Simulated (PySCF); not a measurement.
**ORD: `C=C1C[C@H](Cl)[C@H]1C#N`, C6H6ClN**

Geometry:
```
atom   x (Å)   y (Å)   z (Å)
  C1   0.690  -1.907  -0.342
  C2   0.071  -0.761  -0.165
  C3  -1.227  -0.341   0.470
  C4  -0.785   1.124   0.331
 Cl5  -1.909   2.189  -0.537
  C6   0.451   0.674  -0.487
  C7   1.722   1.111   0.017
  N8   2.727   1.444   0.448
  H9   1.657  -1.961  -0.813
 H10   0.252  -2.835  -0.018
 H11  -1.393  -0.684   1.490
 H12  -2.100  -0.585  -0.133
 H13  -0.533   1.614   1.271
 H14   0.376   0.916  -1.551
```

Computed, not measured: TDDFT B3LYP/aug-cc-pVDZ circular dichroism and optical rotation, one conformer, gas phase in PySCF. Geometry: GFN2-xTB.

Stereocentres: C4 S, C6 R.

Q: What is the specific rotation at 633, 589.3, 546, 436, 405, 365, 355 nm?

A: [α] in deg dm⁻¹ (g/mL)⁻¹:
| λ (nm) | origin-invariant length gauge | modified velocity gauge | length gauge (centre of mass) | isotropic polarisability (au) |
| --- | --- | --- | --- | --- |
| 633 | +25.2 | +24.4 | +24.3 | 89.9 |
| 589.3 | +28.6 | +27.6 | +27.5 | 90.3 |
| 546 | +32.6 | +31.3 | +31.2 | 90.8 |
| 436 | +44.3 | +41.8 | +42.0 | 92.8 |
| 405 | +46.7 | +43.4 | +43.9 | 93.7 |
| 365 | +44.8 | +40.2 | +41.3 | 95.4 |
| 355 | +42.4 | +37.3 | +38.7 | 95.9 |

Q: And for the mirror image at 589.3 nm?

A: -28.6 deg dm⁻¹ (g/mL)⁻¹ (origin-invariant length gauge): the same size and the opposite sign.

Q: What is the molar rotation [Φ] = [α]·M/100 of the geometry above at 589.3 nm?

A: With M = 127.57 g/mol, +36.5 deg cm² dmol⁻¹ (origin-invariant length gauge).

The first excitation lies at 6.23 eV (199 nm) with R = -37.5 × 10⁻⁴⁰ esu² cm² (velocity form).
